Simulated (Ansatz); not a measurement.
Total energies of CH3B2Br, SMILES `BrC1BB1`.

Cartesian coordinates in Å:
```
Br 0.0185 -0.5020 2.4472
C -0.0185 -0.1706 0.5808
B -0.4198 -0.7786 -0.6666
B 0.2124 0.6430 -0.7826
H 0.4588 0.8797 0.5845
H -0.9106 -1.7703 -1.0720
H 0.6590 1.6988 -1.0914
```

The species carries charge 0 and has multiplicity 1. Correlated methods include outer-core shells of Br, which these sets cover unevenly. Scalar relativity is left out up to krypton. The geometry is a stationary point of PBE0-D4/def2-TZVP. Basis def2-TZVPP, Ansatz.

RPA on PBE orbitals: Hartree–Fock energy of these orbitals -2661.27534 Eh, correlation -1.03833 Eh (frozen core).

| functional | kind | energy without D4 (Eh) | D4 term (kJ/mol) |
| --- | --- | --- | --- |
| PBE | GGA | -2663.18293 | -13.0 |
| revPBE | GGA | -2663.46317 | -39.4 |
| BLYP | GGA | -2663.68401 | -29.1 |
| r2SCAN | meta-GGA | -2663.63119 | -3.0 |
| B97M-V | meta-GGA with VV10 | -2663.26919 | – |
| PBE0 | global hybrid, 25 % exact exchange | -2663.28512 | -11.0 |
| B3LYP | global hybrid, 20 % | -2663.74070 | -21.4 |
| r2SCANh | meta-GGA hybrid, 10 % | -2663.62660 | -3.2 |
| r2SCAN0 | meta-GGA hybrid, 25 % | -2663.62070 | -3.6 |
| HSE06 (plane-wave form) | screened hybrid | -2663.28364 | -10.3 |
| BHLYP | global hybrid, 50 % | -2663.63679 | -16.9 |
| CAM-B3LYP | range-separated hybrid | -2663.76282 | -11.2 |
| LC-ωPBE | long-range corrected hybrid | -2663.26737 | – |
| ωB97X-V | range-separated hybrid GGA with VV10 | -2663.44037 | – |

(1) Give the same for LDA (SPW92), ωB97M-V, B2PLYP, PBE-QIDH. (An estimate is asked.)

B3LYP takes the VWN-RPA correlation (the form of Gaussian; ORCA's B3LYP/G). HSE06 is the plane-wave form, built on full-range PBE exchange. The double hybrids freeze the cores in their second-order part.

## Answers

(1) The calculation gave: 
```tsv
functional	kind	energy without D4 (Eh)	D4 term (kJ/mol)
LDA (SPW92)	LDA	-2659.21162	–
ωB97M-V	range-separated hybrid meta-GGA with VV10	-2663.51196	–
B2PLYP	double hybrid	-2663.22806	–
PBE-QIDH	double hybrid	-2662.95565	–
```

LC-ωPBE has ω = 0.4 bohr⁻¹.
